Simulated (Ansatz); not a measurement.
`[SeH][SiH]1BS1` + `[F][AlH2]` → `[F][AlH][SeH]` + `B1[SiH2]S1`  (formal exchange of groups at the Se–Si bond)

Program: Ansatz. Geometries: PBE0-D4/def2-TZVP. ΔE: electronic, gas phase. CCSD(T)/CBS adds triple-zeta CCSD(T) − MP2 to the extrapolated MP2 energy (def2 sets, frozen cores). This one scheme is used for every species. DFT in def2-TZVPP. For Se outer-core shells are correlated without core-valence functions, which leaves a few kJ/mol of doubt a bond. Scalar relativity is left out up to krypton. Each species was taken in one conformer, which may not be the lowest.

Task: Is it downhill or uphill in electronic energy at CCSD(T)/CBS, and by how much? (Estimate.)

Result: Ansatz gave: Downhill: ΔE = -58.2 kJ/mol.

Task: What do these levels give: LDA (SPW92), r2SCANh-D4, ωB97X-V, ωB97M-V, PBE-QIDH, PBE, PBE0, LC-ωPBE, CCSD/def2-SVP, CCSD(T)/def2-SVP, SCS-MP2/def2-TZVPP, CCSD/CBS(def2)? (Best estimate.)

Result: Computed: LDA (SPW92) -56.6, r2SCANh-D4 -59.9, ωB97X-V -57.4, ωB97M-V -57.4, PBE-QIDH -58.5, PBE -56.6, PBE0 -58.9, LC-ωPBE -59.5, CCSD/def2-SVP -64.6, CCSD(T)/def2-SVP -63.0, SCS-MP2/def2-TZVPP -56.6, CCSD/CBS(def2) -60.2 kJ/mol.

Largest T1 diagnostic among the species: 0.017.

The D4 term adds +5.5 kJ/mol with B3LYP and +3.0 kJ/mol with PBE0; it sums over pairs of atoms, weighted by their polarisabilities, and B3LYP, whose exchange is more repulsive, gets the larger term. Leaving LDA and LC-ωPBE aside and taking each functional with its dispersion term where it has one, the values, not all of them listed here, spread over 11.0 kJ/mol, from r2SCAN0-D4 to B97M-V.

B3LYP here is the variant with VWN-RPA as its local correlation; programs differ in this.
